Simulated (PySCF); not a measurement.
Isomers C6H10OSi:

A. `CCc1ccoc1[SiH3]`
B. `CC(=C)[C@H]1C[SiH2]C1=O`
C. SMILES C1(OC2C=C2)C[SiH2]C1
D. `C=C/C=C/C=C\O[SiH3]`

Spectrum 1. ¹H NMR (400 MHz, computed): δ 7.92 (m, 2H), 4.56 (m, 1H), 4.39 (m, 1H), 4.04 (m, 1H), 4.01 (m, 1H), 1.83 (m, 2H), 1.74 (m, 2H). ¹³C{¹H} NMR (computed): δ 130.5 (CH), 73.3 (CH), 49.2 (CH), 20.7 (CH2).

Spectrum 2. ¹H NMR (400 MHz, computed): δ 6.70 (m, 1H), 6.62 (m, 1H), 6.34 (m, 1H), 6.30 (d, 1H), 5.51 (m, 1H), 5.46 (m, 1H), 5.37 (m, 1H), 5.32 (s, 3H). ¹³C{¹H} NMR (computed): δ 149.4 (CH), 145.9 (CH), 137.9 (CH), 132.2 (CH), 123.0 (CH2), 116.7 (CH).

Spectrum 3. ¹H NMR (400 MHz, computed): δ 5.44 (br s, 1H), 5.43 (m, 1H), 5.19 (m, 1H), 4.95 (br s, 1H), 3.68 (m, 1H), 1.98 (s, 3H), 1.78 (m, 1H), 1.22 (m, 1H). ¹³C{¹H} NMR (computed): δ 236.3 (C), 151.4 (C), 115.7 (CH2), 76.7 (CH), 27.6 (CH3), 9.0 (CH2).

Spectrum 4. ¹H NMR (400 MHz, computed): δ 7.72 (m, 1H), 6.60 (m, 1H), 4.48 (s, 3H), 2.69 (q, 2H), 1.21 (t, 3H). ¹³C{¹H} NMR (computed): δ 153.2 (CH), 149.3 (C), 148.0 (C), 118.4 (CH), 24.3 (CH2), 21.1 (CH3).

[PySCF 2.14: structure optimised with GFN2-xTB; NMR shieldings at PBE0/pcSseg-1/GIAO; non-relativistic Hamiltonian; fast rotation and ring inversion assumed for equivalent nuclei; one computed conformer; no solvent]

References, each an isolated molecule treated in the same way: TMS for ¹H (31.72 ppm), ¹³C (186.93 ppm). Where no couplings were computed, multiplicities follow the n + 1 count of equivalent neighbours, and m marks all less simple cases (inequivalent or close neighbours, rings, F or P nearby). Shifts are as computed. Against solution values, carbons near 30 ppm lie about +3 ppm off and those near 130 ppm about +5 ppm. Of 1211 compounds with measured shifts, 218 miss one by over three times the rms of a fit or turn the order of signals round; such compounds aren't used in these exercises.

Problem. Match each spectrum to its structure.

Solution. 1–C, 2–D, 3–B, 4–A.

- Spectrum 1 (C): 4 ¹³C signals; δC 130.5 is an alkene CH; δC 73.3 is an sp3 CH bonded to O.
- Spectrum 2 (D): 6 ¹³C signals; δC 149.4 is an alkene carbon bearing oxygen; δC 145.9 is an alkene CH.
- Spectrum 3 (B): 6 ¹³C signals; δC 151.4 is a fully substituted alkene carbon; δC 115.7 is a terminal =CH2 carbon.
- Spectrum 4 (A): 6 ¹³C signals; δC 24.3 is an sp3 CH2 on an aromatic ring; δC 21.1 is a methyl carbon.
